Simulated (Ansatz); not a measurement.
Ansatz (an electronic-structure program) input (B3LYP/def2-SVP):

Ansatz 0.2 input:
```yaml
crystal:
  periodic: [false, false, false]
  atoms:
    - {symbol: F, position_ang: [-0.05033774, 0.00900951, -0.41131714]}
    - {symbol: H, position_ang: [-0.15332804, -0.63047820, 0.25126051]}
basis:
  gaussian:
    orbitals: def2-SVP
hamiltonian:
  xc: {name: B3LYP}
magnetization: {spin_polarized: false}
```

Output:

```
Functional definition: B3LYP
integrals: 0.00 GiB planned
181 factors; integrals over basis functions are off by at most 1.4e-3 eV
mean field: 0.05 GiB planned
mean field evaluation 1: about -2729.3872 eV, gradient 3.0e1 eV
mean field evaluation 2: about -2728.4700 eV, gradient 4.1e1 eV
mean field evaluation 4: about -2730.7508 eV, gradient 3.9e-1 eV
mean field evaluation 8: about -2730.7502 eV, gradient 3.0e-4 eV
mean field -2730.75020593 eV, -100.3532190990 hartree, gradient 2.4e-5 eV, S^2 0.000000; 0 other end points of the search recorded, 0 dependent functions left out
reference -2730.75028474 eV, -100.3532219951 hartree; 5, 5 occupied and 14, 14 virtual orbitals, 181 factors
Total energy: -2730.75028474 eV, -100.3532219951 hartree
```
